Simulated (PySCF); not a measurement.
C₃H₈BCl.

```xyz
13

B     -0.5104     0.7417     0.2550
Cl     0.6622     1.6837    -0.6536
H     -1.2721     1.3701     0.9508
C     -0.5979    -0.8199     0.1325
C     -0.8978    -1.4726     1.4933
C      0.5609    -1.5052    -0.5968
H     -1.5167    -0.9315    -0.4873
H     -1.1104    -2.5481     1.3786
H     -0.0341    -1.3805     2.1732
H     -1.7635    -1.0063     1.9894
H      0.7321    -1.0669    -1.5914
H      0.3687    -2.5831    -0.7243
H      1.4993    -1.3990    -0.0273
```
Charge 0, spin multiplicity 1.

The structure is a stationary point at ωB97X-D3(BJ)/def2-SVP. One conformer was computed; it need not be the lowest.

The numbers are results of PBE/pcSseg-1 (PySCF), not measurements. Non-relativistic, no solvent.

Computed absolute GIAO shielding of each atom: isotropic value and principal components (ppm):
```csv
atom,σ(iso),σ11,σ22,σ33,span
B1,17.0,-50.1,9.3,91.8,141.8
Cl2,602.3,253.7,516.9,1036.3,782.5
H3,24.1,22.2,23.6,26.6,4.3
C4,143.2,114.8,148.4,166.4,51.6
C5,160.2,141.4,158.0,181.3,39.9
C6,161.3,150.4,156.7,176.7,26.3
H7,30.0,25.2,29.8,35.1,9.9
H8,29.9,26.0,28.1,35.6,9.7
H9,30.4,26.8,28.5,35.7,8.9
H10,29.5,25.5,27.1,35.8,10.3
H11,29.4,24.6,29.1,34.6,10.0
H12,30.2,25.9,28.6,36.2,10.3
H13,30.4,27.3,28.5,35.3,8.0
```
